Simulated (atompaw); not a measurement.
## u(r) = r·R(r): atom against pseudo-atom (F (Z = 9))

Columns: radius, all-electron u(r) and pseudo u(r) of the 2p shell (level -19.23 eV) of fluorine in the configuration [He] 2s2 2p4.5; PBE, scalar-relativistic, PAW (atompaw) scheme, atompaw 4.2.0.5.

```json
{"r (bohr)": "0.062", "all-electron": "0.0652", "pseudo": "0.0065"}
{"r (bohr)": "0.123", "all-electron": "0.1990", "pseudo": "0.0252"}
{"r (bohr)": "0.185", "all-electron": "0.3528", "pseudo": "0.0560"}
{"r (bohr)": "0.246", "all-electron": "0.4961", "pseudo": "0.0969"}
{"r (bohr)": "0.308", "all-electron": "0.6225", "pseudo": "0.1476"}
{"r (bohr)": "0.369", "all-electron": "0.7241", "pseudo": "0.2047"}
{"r (bohr)": "0.431", "all-electron": "0.8046", "pseudo": "0.2678"}
{"r (bohr)": "0.492", "all-electron": "0.8628", "pseudo": "0.3329"}
{"r (bohr)": "0.554", "all-electron": "0.9025", "pseudo": "0.3995"}
{"r (bohr)": "0.615", "all-electron": "0.9252", "pseudo": "0.4635"}
{"r (bohr)": "0.677", "all-electron": "0.9345", "pseudo": "0.5246"}
{"r (bohr)": "0.738", "all-electron": "0.9325", "pseudo": "0.5790"}
{"r (bohr)": "0.800", "all-electron": "0.9215", "pseudo": "0.6269"}
{"r (bohr)": "0.862", "all-electron": "0.9035", "pseudo": "0.6661"}
{"r (bohr)": "0.923", "all-electron": "0.8806", "pseudo": "0.6952"}
{"r (bohr)": "0.985", "all-electron": "0.8534", "pseudo": "0.7150"}
{"r (bohr)": "1.046", "all-electron": "0.8240", "pseudo": "0.7246"}
{"r (bohr)": "1.108", "all-electron": "0.7922", "pseudo": "0.7251"}
{"r (bohr)": "1.169", "all-electron": "0.7598", "pseudo": "0.7171"}
{"r (bohr)": "1.231", "all-electron": "0.7263", "pseudo": "0.7015"}
{"r (bohr)": "1.292", "all-electron": "0.6933", "pseudo": "0.6802"}
{"r (bohr)": "1.354", "all-electron": "0.6600", "pseudo": "0.6542"}
{"r (bohr)": "1.415", "all-electron": "0.6277", "pseudo": "0.6257"}
{"r (bohr)": "1.477", "all-electron": "0.5957", "pseudo": "0.5952"}
{"r (bohr)": "1.538", "all-electron": "0.5650", "pseudo": "0.5649"}
{"r (bohr)": "1.600", "all-electron": "0.5348", "pseudo": "0.5348"}
```

Question: How many radial nodes do the two functions have?

Answer: The all-electron 2p function has n − l − 1 = 0; the pseudo-wave has 0.

Question: Is the pseudo-wave norm-conserving?

Answer: No, it belongs to a PAW set: the norm inside the radius is not constrained, and the difference is carried by the augmentation charge.
